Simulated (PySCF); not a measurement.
BeO, SMILES [Be]=[O]. Coordinates come from a B3LYP-D3(BJ)/def2-TZVPD optimisation.

**Question.** Give the equilibrium geometry at B3LYP-D3(BJ)/def2-TZVPD (PySCF confirms it by a frequency run) as Cartesian coordinates in Å, and its point group. (An estimate is asked for; the answer gives what the named calculation found.)

**Answer.** point group C∞v.
```xyz
2

Be     0.0000     0.0000    -0.8825
O      0.0000     0.0000     0.4412
```
Charge 0, spin multiplicity 1.
